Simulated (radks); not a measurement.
Results of a calculation; reference values are marked as such.
Numerical settings for neutral nickel, [Ar] 3d8 4s2. Code: a radial shooting solver on a logarithmic mesh with Libxc functionals. Model: non-relativistic Kohn-Sham, BLYP, spin-polarised, spherical densities, point nucleus; open shells are filled with parallel spins first. The defaults (mesh step 0.008 in ln r, mesh end at 40 bohr or more with all orbitals vanishing there, Anderson mixing 0.5 over 9 steps, residual threshold near 1e-9 with the energy settled to 1e-9 hartree or 1e-11 of itself, here a cap of 83 iterations) give E = -1508.3639 hartree and 4s at -5.328 eV in 14 iterations. Times are rough (one thread of a shared host). Changes against that run (0 stands for a change within the tolerance of the run):

| setting | iterations | converged | E (mhartree) | e(4s) (meV) | CPU (s) |
|---|---|---|---|---|---|
| mesh step in ln r 0.012 | 14 | yes | 0 | 0 | 0.14 |
| mesh step in ln r 0.08 | 83 | no | -510 | - | 0.3 |
| mesh step in ln r 0.005 | 14 | yes | 0 | 0 | 0.31 |
| mesh end (bohr) 1 | 13 | level above zero | +1.16e+05 | +8.3e+05 | 0.24 |
| mesh end (bohr) 3 | 14 | level above zero | +1.23e+03 | +1.97e+04 | 0.15 |
| residual threshold 0.1 | 11 | yes | 0 | +0.00789 | 0.17 |
| residual threshold 1e-16 | 83 | no | 0 | 0 | 0.68 |
| mixing 1.5 | 15 | yes | 0 | 0 | 0.21 |
| linear mixing, mixing 0.5 | 42 | yes | 0 | 0 | 0.43 |
| linear mixing, mixing 0.05 | 83 | no | +0.0156 | -40.6 | 0.88 |
| mixing history 20 | 23 | yes | 0 | 0 | 0.29 |
| iteration cap 3 | 3 | no | +1.35 | -94.4 | 0.06 |

Settled on a wrong energy, with an occupied level pushed above zero by the early mesh end: mesh end (bohr) 1 (+116 hartree); mesh end (bohr) 3 (+1.23 hartree). Apart from these: no run marked as converged misses the energy by more than 1 mhartree. A mesh that ends early acts as a hard wall.
